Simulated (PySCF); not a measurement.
# Cost of excited-state runs on SMILES O=C(O)C#CC(F)F, C$_{4}$H$_{2}$F$_{2}$O$_{2}$

Mapped SMILES: `[O:1]=[C:2]([OH:3])[C:4]#[C:5][CH:6]([F:7])[F:8]`. Hydrogens are named by the atom that carries them.

PySCF with density fitting, on 1 thread of an Arm Neoverse N1, shared host. Command: `OMP_NUM_THREADS=1 python excited_run.py task.json out`

(1) How long does each of these runs take, and how much memory?
- first hyperpolarisability, B3LYP/def2-SVPD; wavelengths [1550, 1064, 694.3] nm; writes grids
- excited states, BHandHLYP/def2-SVP; Tamm-Dancoff; spin-orbit couplings; 5 states; 5 triplets; quadratic response for 4 states; writes grids

Results:

(1) 
| run | level | basis functions | wall time | peak memory (GiB) |
| --- | --- | --- | --- | --- |
| first hyperpolarisability | B3LYP/def2-SVPD | 188 | 43 s | 0.7 |
| excited states | BHandHLYP/def2-SVP | 122 | 24 s | 0.53 |

Times from a shared host are rough.
